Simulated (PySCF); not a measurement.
From one molecule to another.

First species: C8H10S.
SMILES: `C=C1C=C(C)/C1=C/SC`

Second species: C6H5N3Si.
SMILES with atom numbers: `[N:1]#[C:2][C:3]#[C:4][c:5]1[cH:6][n:7]([SiH3:8])[cH:9][n:10]1` (hydrogens: H11 on C6; H12, H13, H14 on Si8; H15 on C9)

Levels: PBE0/pcSseg-1 for dipole moment, HOMO energy, LUMO energy and HOMO–LUMO gap; GFN2-xTB for rotational constant A and rotational constant C. Geometries: GFN2-xTB. Each structure is a single optimised conformer of the isolated species, non-relativistic unless stated; the electronic structure was computed with PySCF and density fitting.

Dipoles, sizes and rotational constants follow the conformer. The torsions of the flexible species, by atom-mapped SMILES:
- `[CH2:1]=[C:2]1[CH:3]=[C:4]([CH3:5])/[C:6]1=[CH:7]/[S:8][CH3:9]`: C6–C7–S8–C9 179°

Question: Which of the two has the higher dipole moment, and by how much?

Answer: The second: 9.21 D against 2.43 D, a difference of 6.78 D.

Question: Which of the two has the higher HOMO–LUMO gap, and by how much?

Answer: The second: 5.47 eV against 5.04 eV, a difference of 0.43 eV.

Question: Which of the two has the higher rotational constant A, and by how much?

Answer: The second: 5.407 GHz against 2.279 GHz, a difference of 3.128 GHz.

Question: Which of the two has the higher LUMO energy, and by how much?

Answer: The first: -0.64 eV against -1.69 eV, a difference of 1.05 eV.

Question: Which has the higher HOMO energy?

Answer: The first: -5.68 eV against -7.16 eV, a difference of 1.48 eV.

Question: Which of the two has the higher rotational constant C, and by how much?

Answer: The first: 0.633 GHz against 0.383 GHz, a difference of 0.250 GHz.

On the first: In atomic units the dipole is 0.96 e·bohr (1 au = 2.5417 D).

On the second: The dipole matches unit charges of opposite sign 1.92 Å apart (1 e·Å = 4.8032 D).
